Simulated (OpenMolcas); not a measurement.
How basis sets differ on BSiH3OF2 (SMILES FB(F)O[SiH3])

BSiH3OF2 has 8 atoms, charge 0, and is taken as a singlet. As SMILES, `FB(F)O[SiH3]`. The coordinates come from a PBE0-D4/def2-TZVP relaxation.

```xyz
8

F     1.6446   -1.9362    1.0918
B     0.5857   -1.2617    0.6877
F    -0.6077   -1.7939    0.9224
O     0.7266   -0.0844    0.0648
Si   -0.3451    1.0149   -0.5682
H    -1.2346    1.5176    0.5061
H     0.4695    2.1165   -1.1249
H    -1.1469    0.3700   -1.6355
```

Each level gives the HOMO–LUMO gap (eV). The values are calculated.

```json
{"level": "HF/ANO-R0 (sfX2C)", "kind": "Hartree–Fock", "program": "OpenMolcas", "value (eV)": "15.51"}
{"level": "HF/STO-3G", "kind": "Hartree–Fock", "program": "OpenMolcas", "value (eV)": "20.10"}
{"level": "HF/3-21G", "kind": "Hartree–Fock", "program": "OpenMolcas", "value (eV)": "16.92"}
{"level": "HF/ANO-XS-VDZ (DKH2)", "kind": "Hartree–Fock", "program": "OpenMolcas", "value (eV)": "16.87"}
{"level": "HF/cc-pVDZ", "kind": "Hartree–Fock", "program": "OpenMolcas", "value (eV)": "16.75"}
```

The values span 15.51 to 20.10 eV. A Hartree–Fock LUMO above zero doesn't converge with the basis: it sinks as sets grow more diffuse. Orbital gaps aren't excitation energies.
